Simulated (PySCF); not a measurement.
Ionisation energy of N³⁺ by level of theory

N³⁺ [He] 2s2 → N⁴⁺ [He] 2s1 [2s1/2^1, M_J = 1/2], as a difference of total energies. All numbers are calculated (PySCF 2.14, the two-component X2C-1e Hamiltonian, in x2c-QZVPPall-2c (7s4p3d2f1g, 57 functions)). Correlated levels: 1s2 frozen; the 2 highest virtual spinors dropped. "Screened" scales the spin-orbit matrix elements by Boettger's factors to mimic the two-electron term; Breit and QED terms are absent.

```tsv
method	ionisation energy (eV)
GHF (screened spin-orbit)	75.020
GMP2 (screened spin-orbit)	76.432
```

Question: How much does correlation contribute at GMP2 (screened spin-orbit)?

Answer: 76.432 − (75.020) = 1.412 eV, measured against GHF (screened spin-orbit).

Errors of the correlated levels include the incompleteness of this basis and the frozen core.

MP2 underrates the near-degeneracy of ns² with np² in the lower species.

For comparison: 77.474 eV (measured; NIST Atomic Spectra Database, ionization energies).
